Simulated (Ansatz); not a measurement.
Reaction (formal hydrolysis of a C–Si bond): `O[SiH2]/C=C\[SiH](O)F` + H₂O → `O/C=C/[SiH2]O` + `O[SiH2]F`

Calculated with Ansatz (gas phase, PBE0-D4/def2-TZVP geometries, no zero-point term in ΔE). CCSD(T)/CBS adds triple-zeta CCSD(T) − MP2 to the extrapolated MP2 energy (def2 sets, frozen cores). This one scheme is used for every species. Double bonds are as drawn, so ΔE can hold a change between cis and trans. Functionals use def2-TZVPP. One conformer a species, not always the lowest.

| level | ΔE (kJ/mol) |
| --- | --- |
| PBE | 44.5 |
| PBE0 | 47.5 |
| SCS-MP2/def2-TZVPP | 57.6 |
| CCSD/CBS(def2) | 65.1 |

(1) What does CCSD(T)/CBS give? (Estimate.)

Largest T1 diagnostic among the species: 0.013.

Results:

(1) Ansatz gave: +68.0 kJ/mol. The listed levels differ from it by -23.5, -20.5, -10.4, -2.9 kJ/mol.

In def2-TZVPP, CCSD(T) changes the Hartree–Fock value by +27.2 kJ/mol (the triples alone add +2.9 kJ/mol) and MP2 by +28.6 kJ/mol. The D4 term adds +18.2 kJ/mol with B3LYP and +10.1 kJ/mol with PBE0; it sums over pairs of atoms, weighted by their polarisabilities, and B3LYP, whose exchange is more repulsive, gets the larger term.

B3LYP here is the variant with VWN-RPA as its local correlation; programs differ in this.
